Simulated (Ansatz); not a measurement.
FeCo2. Total charge 0; septet. Geometry relaxed at PBE0-D4/def2-TZVP.

```xyz
3

Fe   -0.177    1.086   -0.656
Co   -0.911   -1.096   -0.319
Co    1.088    0.010    0.975
```

The charge 0 septet is spin-contaminated (final ⟨S²⟩ up to 13.05, 12.00 for a pure state). The relaxation made no stability test and no search for a lower SCF solution. The geometry of the septet was relaxed on an unsound state (⟨S²⟩ 13.05, where a pure state has 12.00). At PBE0-D4/def2-TZVP a triplet of charge 0 lies 0.19 eV below the septet, each at its own geometry. That triplet is doubtful there (⟨S²⟩ 5.31, where a pure state has 2.00). Another isomer (septet) lies 0.11 eV lower at PBE0-D4/def2-TZVP.

Estimate the harmonic wavenumbers at UKS PBE0-D4/def2-TZVP (Ansatz, unscaled). Is this a minimum?

143, 191, 235 cm⁻¹. Yes, no mode is imaginary beyond noise. Zero-point energy 3.4 kJ/mol. It took 78 s on 4 threads of Intel Xeon Platinum 8488C on a shared host, peak host memory 0.9 GiB.
